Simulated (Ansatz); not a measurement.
Born–Oppenheimer molecular dynamics of GeH6O4 (11 atoms, charge 0, multiplicity 1). It starts at the highest image of a converged band. Of that band: A structure lower than the first end lies on the path between it and the top, so the climb from that side starts below the end, which may itself be a saddle point or a shallow side well. Neighbouring images differ by up to 2.2 eV, so the band resolves the path poorly. A vibrational analysis at the climbing image gives one clearly imaginary mode, 1803i cm⁻¹: a first-order saddle point.

The calculation used RHF/def2-SVP in Ansatz 0.2.0.

| Quantity | Value |
| --- | --- |
| ensemble | NVE (velocity Verlet) |
| time step | 0.5 fs |
| steps asked | 200 |
| starting velocities drawn for | 300 K |
| seed | 9495 |

First frame:

```xyz
11
Properties=species:S:1:pos:R:3
Ge 0.005 0.007 0.083
O -0.582 0.179 1.934
H -1.279 0.804 2.099
O 1.099 0.255 -1.270
H 1.724 -0.436 -1.430
O -1.267 1.095 -0.406
H -1.188 1.389 -1.302
O -0.156 -1.724 0.077
H -0.618 -2.076 0.824
H 1.361 0.610 1.178
H 0.620 0.564 1.797
```

(1) How far do the bonds stretch over the last three quarters of this one trajectory? (Pairs bonded in most of those frames.)

Results:

(1) 
```json
{"bond": "Ge1–O4", "mean (Å)": "1.754", "spread (Å)": "0.025", "shortest": "1.71", "longest": "1.80"}
{"bond": "Ge1–O6", "mean (Å)": "1.759", "spread (Å)": "0.024", "shortest": "1.72", "longest": "1.79"}
{"bond": "Ge1–O8", "mean (Å)": "1.759", "spread (Å)": "0.009", "shortest": "1.75", "longest": "1.77"}
{"bond": "Ge1–H10", "mean (Å)": "1.521", "spread (Å)": "0.066", "shortest": "1.43", "longest": "1.62"}
{"bond": "O2–H3", "mean (Å)": "0.955", "spread (Å)": "0.040", "shortest": "0.87", "longest": "1.04"}
{"bond": "O2–H11", "mean (Å)": "0.967", "spread (Å)": "0.079", "shortest": "0.84", "longest": "1.09"}
{"bond": "O4–H5", "mean (Å)": "0.944", "spread (Å)": "0.004", "shortest": "0.94", "longest": "0.95"}
{"bond": "O6–H7", "mean (Å)": "0.951", "spread (Å)": "0.030", "shortest": "0.90", "longest": "0.99"}
{"bond": "O8–H9", "mean (Å)": "0.947", "spread (Å)": "0.004", "shortest": "0.94", "longest": "0.96"}
```

Mean temperature of the second half: 1865 K. The conserved energy stayed within 1.2 meV per atom of its start (net change -0.26 meV per atom), so the integration is sound. The kinetic energy rose, since the run started high on the potential surface and went downhill. It ends in pieces (GeH4O3 + H2O), so much of that is their flight and rotation, not heat. A run of 0.1 ps of so small a system gives no equilibrium averages. The orbitals stay closed-shell, which can raise the energy where a bond breaks towards radicals; this wasn't checked here.

The run took 5.9 min on 2 threads of Arm Neoverse V1, with other jobs on the host, peak memory 0.28 GiB.
